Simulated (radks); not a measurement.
Q: Neutral magnesium, [Ne] 3s2. All-electron calculation, non-relativistic Kohn-Sham, LDA (Slater exchange, Perdew-Wang correlation), spin-polarised, spherical densities, point nucleus. Program: a radial shooting solver on a logarithmic mesh with Libxc functionals. Every spin shell is full or empty, so the densities are truly spherical. Functionals are evaluated on that one density, not self-consistently. Rank these orbital-free kinetic functionals by their error against the exact value of the orbitals, and give that value: Thomas-Fermi, TF + vW, TF + vW/9, TF + vW/5, LC94, APBEK, revAPBEK, Perdew 92, Thakkar, Pearson, LKT, PG1, DePristo-Kress, Ernzerhof.

A: Exact: 198.540 hartree. From best to worst, with 100 (|E| - |E exact|)/|E exact| (equal figures are ties): LC94 +0.03, Thakkar -0.08, Ernzerhof +0.14, DePristo-Kress -0.15, APBEK +0.17, Perdew 92 -0.59, revAPBEK +0.60, TF + vW/9 -0.61, Pearson -2.01, TF + vW/5 +5.27, Thomas-Fermi -7.95, PG1 +27.67, LKT +33.91, TF + vW +58.12.
